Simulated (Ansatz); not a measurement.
Breaking the Ge1–H3 bond in GeH3I (SMILES [GeH3][I]) (multiplicity 1 held, fragments rigid). Energies count from the point at 1.533 Å.
Geometry at that point (charge 0, multiplicity 1):
```xyz
5

Ge    -1.51348    -0.02836    -0.00005
I      1.02558     0.01922     0.00003
H     -1.95179    -1.26717    -0.78974
H     -1.97362    -0.10568     1.46032
H     -1.99918     1.26185    -0.67076
```

Restricted levels (R-, RO-) in cc, def2 and unpolarised 6-31G sets keep to the state of the molecule at rest. U- levels take the lowest unrestricted solution at each point, which mixes spins at long bonds. Active spaces are followed from a long bond inwards. Curves can end on different states.

Frozen-core correlation. Filled d and f shells under p-block atoms count as core.

The values were computed with Ansatz (a quantum-chemistry and plane-wave program). Each number belongs to the level named beside it. In def2 rows elements past Kr take small-core potentials, without spin–orbit coupling.

Energies in kcal/mol.

| R (Å) | R-HF/def2-SVP | R-SCS-MP2/def2-SVP | U-CCSD/def2-SVP | CASSCF(2,2)/def2-SVP | FIC-MRCISD+Q on CASSCF(2,2)/def2-SVP |
|---|---|---|---|---|---|
| 1.226 | 31.2 | 31.6 | 31.8 | 33.6 | 31.7 |
| 1.380 | 5.8 | 6.1 | 6.2 | 7.2 | 6.3 |
| 1.533 | 0.0 | 0.0 | 0.0 | 0.0 | 0.0 |
| 1.686 | 4.6 | 4.1 | 3.8 | 2.8 | 3.7 |
| 1.840 | 14.4 | 13.2 | 12.5 | 10.5 | 12.3 |
| 2.070 | 33.0 | 30.6 | 28.8 | 25.2 | 28.2 |
| 2.300 | 52.5 | 48.2 | 45.3 | 39.7 | 43.6 |
| 2.683 | 82.2 | 73.4 | 67.1 | 58.5 | 63.4 |
| 3.066 | 106.6 | 91.7 | 78.4 | 69.4 | 74.8 |
| 3.526 | 129.4 | 104.7 | 82.1 | 75.1 | 80.7 |
| 4.139 | 151.3 | 109.3 | 83.0 | 77.3 | 83.0 |
| 4.906 | 168.4 | 100.1 | 83.2 | 77.8 | 83.5 |

Doubts at one or more of the structures used: a restricted determinant that unrestricted orbitals would lower (R-HF/def2-SVP, R-SCS-MP2/def2-SVP); a spin-contaminated determinant (U-CCSD/def2-SVP); T1 above 0.05 (U-CCSD/def2-SVP).
